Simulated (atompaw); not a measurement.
**Reading a pseudo-wave (ytterbium)**

Columns: radius, all-electron u(r) and pseudo u(r) of the 4f shell (level -9.74 eV) of ytterbium in the configuration [Kr] 4d10 4f14 5s2 5p6 5d0 6s1 6p0; PBE, scalar-relativistic, PAW (atompaw) scheme, atompaw 4.2.0.5.

```
r (bohr)  all-electron  pseudo
   0.115        0.1695  0.0015
   0.231        0.6703  0.0226
   0.346        1.0277  0.0965
   0.462        1.1477  0.2426
   0.577        1.1158  0.4357
   0.692        1.0194  0.6188
   0.808        0.9039  0.7316
   0.923        0.7923  0.7464
   1.038        0.6911  0.6870
   1.154        0.6015  0.6016
   1.269        0.5247  0.5247
   1.385        0.4581  0.4581
   1.500        0.4015  0.4015
   1.615        0.3529  0.3529
   1.731        0.3107  0.3107
   1.846        0.2748  0.2748
   1.962        0.2434  0.2434
   2.077        0.2165  0.2165
   2.192        0.1930  0.1930
   2.308        0.1725  0.1725
   2.423        0.1546  0.1546
   2.538        0.1389  0.1389
   2.654        0.1249  0.1249
   2.769        0.1127  0.1127
   2.885        0.1017  0.1017
   3.000        0.0921  0.0921
```

Question: How many radial nodes do the two functions have?

Answer: The all-electron 4f function has n − l − 1 = 0; the pseudo-wave has 0.

Question: At about which radius was the pseudo-wave matched?

Answer: 1.20 bohr, where the columns begin to agree (steps of 0.12 bohr).

Question: Where does each function peak?

Answer: Outermost all-electron maximum near 0.46 bohr, pseudo maximum near 0.92 bohr (to the table’s step).

Question: Is the pseudo-wave norm-conserving?

Answer: No, it belongs to a PAW set: the norm inside the radius is not constrained, and the difference is carried by the augmentation charge.
